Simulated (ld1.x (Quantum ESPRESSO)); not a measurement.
## Plane-wave convergence, TM potential for W

| Property | Result |
| --- | --- |
| Element | tungsten |
| Generator | ld1.x (Quantum ESPRESSO) 7.5 |
| Type | norm-conserving Troullier–Martins (Kleinman–Bylander form) |
| Functional | LDA (PZ) |
| Relativity | scalar-relativistic |
| Frozen core | [Xe] 4f14 |
| Valence charge | 6 |
| Reference configuration | 5d4 6s0 6p0 (charge +2) |
| Partial waves | 6s (bound, empty): rc 1.98 bohr; 5d (bound): rc 1.88 bohr; 6p (bound, empty): rc 2.02 bohr |
| Local potential | the p channel |
| Core correction | none |

The pseudo-atom Hamiltonian at the reference potential is diagonalised in spherical Bessel functions j_l(qr) that vanish at 20 bohr, with q² up to the cutoff. All-electron valence levels (Ry): 6s -1.4438, 5d -1.4845, 6p -0.9681.

Problem. How do the lowest levels (Ry) of each channel move with the cutoff, and are there ghosts?

Solution.

```csv
cutoff (Ry),s #1,s #2,s #3,d #1,p #1,p #2,f #1,Σ f·Δε (mRy)
8,-5.0278,-1.0862,-0.4464,-0.9481,-0.9366,-0.3815,-0.2994,2145.6
10,-8.6879,-1.2767,-0.4949,-1.0623,-0.9370,-0.3816,-0.3001,1689.0
15,-16.0153,-1.4148,-0.5291,-1.3212,-0.9463,-0.3842,-0.3013,653.5
18,-19.8088,-1.4375,-0.5349,-1.4286,-0.9517,-0.3858,-0.3013,223.8
25,-22.7900,-1.4399,-0.5355,-1.4749,-0.9570,-0.3874,-0.3014,38.5
30,-24.2837,-1.4408,-0.5360,-1.4827,-0.9571,-0.3874,-0.3015,7.5
40,-26.6714,-1.4426,-0.5374,-1.4845,-0.9577,-0.3875,-0.3016,0.2
45,-27.2431,-1.4426,-0.5375,-1.4845,-0.9577,-0.3875,-0.3016,0.2
400,-28.0063,-1.4438,-0.5377,-1.4845,-0.9681,-0.7720,-0.3016,0.0
```

Result: ghost states, extra bound levels that the all-electron valence spectrum of the same l lacks: s at -381.0 eV, p at -10.5 eV (a true bound ghost makes a file unfit for plane-wave use); 10 mRy is reached at 30 Ry and 1 mRy at 35 Ry.

The cutoffs count occupied waves only; the empty 6p level needs 55 Ry at the loose tolerance.
